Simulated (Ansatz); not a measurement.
Species: H$_{7}$Si$_{2}$O$_{3}$, net charge 1, singlet state. SMILES: [SiH3][Si]([OH2+])(O)O

Atoms: O1, Si2, O3, O4, Si5, H6, H7, H8, H9, H10, H11, H12. Bonds: O1-Si2, O1-H6, Si2-O3, Si2-O4, Si2-Si5, O3-H7, O4-H8, O4-H9, Si5-H10, Si5-H11, Si5-H12.

Bond lengths (Å) and angles (degrees) optimised at HF/STO-3G with Ansatz (a program for electronic structure); PBE/6-31G* with Ansatz; B3LYP/LANL2DZ with Ansatz, each started from the B3LYP-D3(BJ)/def2-TZVP structure (Ansatz) of the last column. A row stands for all coordinates that are equal there; 12 of 23 kinds are shown. 6-31G* holds six Cartesian d functions. No wavenumbers were computed at HF/STO-3G, PBE/6-31G*, B3LYP/LANL2DZ, so these may be saddle points.

```
coordinate  HF/STO-3G  PBE/6-31G*   B3LYP/LANL2DZ  B3LYP-D3(BJ)/def2-TZVP
----------  ---------  ----------  --------------  ----------------------
O1-Si2          1.648       1.647  1.637 to 1.657                   1.615
O1-H6           0.980       0.977           0.967                   0.962
Si2-O4          1.818       1.887           1.894                   1.848
Si2-Si5         2.279       2.356           2.354                   2.349
O4-H8           0.983       0.989  0.978 to 0.983                   0.974
Si5-H10         1.422       1.493           1.475                   1.475
Si5-H12         1.422       1.494           1.475                   1.476
O1-Si2-O3       109.6       115.2           117.2                   115.6
O1-Si2-O4        91.6        91.4            87.5                    93.0
O1-Si2-Si5      122.3       119.7           122.9                   118.7
O3-Si2-O4        91.8        91.8           102.0                    93.3
O3-Si2-Si5      122.3       119.8           112.2                   118.8
```

A range marks coordinates that this level makes unequal.

Mean signed difference of all 11 bond lengths from B3LYP-D3(BJ)/def2-TZVP: HF/STO-3G -0.013 Å, PBE/6-31G* 0.021 Å, B3LYP/LANL2DZ 0.012 Å.
